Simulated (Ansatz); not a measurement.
`[AlH2][NH][SiH2][GeH3]` + H₂Te → `[GeH3][TeH]` + `[AlH2][NH][SiH3]`  (cleavage of the Ge–Si bond)

Gas-phase electronic energies from Ansatz, PBE0-D4/def2-TZVP geometries. CCSD(T)/CBS adds triple-zeta CCSD(T) − MP2 to the extrapolated MP2 energy (def2 sets, frozen cores). DFT in def2-TZVPP. B3LYP here is the variant with VWN-RPA as its local correlation; programs differ in this. Elements past krypton have def2 core potentials. For Ge, Te outer-core shells are correlated without core-valence functions, which leaves a few kJ/mol of doubt a bond. Scalar relativity is left out up to krypton. One conformer a species, not always the lowest.

| level | ΔE (kJ/mol) |
| --- | --- |
| BLYP | -48.5 |
| B3LYP | -51.2 |
| SCS-MP2/def2-TZVPP | -56.7 |
| MP2/CBS(def2) | -60.1 |

What does CCSD(T)/CBS give? (Best estimate.)

Computed: -50.5 kJ/mol. The listed levels differ from it by 2.0, -0.7, -6.2, -9.6 kJ/mol.

What do rigid-rotor, harmonic-oscillator terms from PBE0-D4/def2-TZVP frequencies (298.15 K, 1 bar) make of the CCSD(T)/CBS value? (Best estimate.)

Ansatz gave: ΔZPE = +6.3 kJ/mol, ΔH = -46.4 kJ/mol, ΔS = 7 J/(mol·K), ΔG = -48.3 kJ/mol. Modes under 50 cm⁻¹ make the entropy rough.

Largest T1 diagnostic among the species: 0.012.

In def2-TZVPP, CCSD(T) changes the Hartree–Fock value by +17.5 kJ/mol (the triples alone add +1.1 kJ/mol) and MP2 by +7.9 kJ/mol. From PBE to PBE0 (25 % exact exchange), in def2-TZVPP and without D4, ΔE moves by −4.3 kJ/mol.
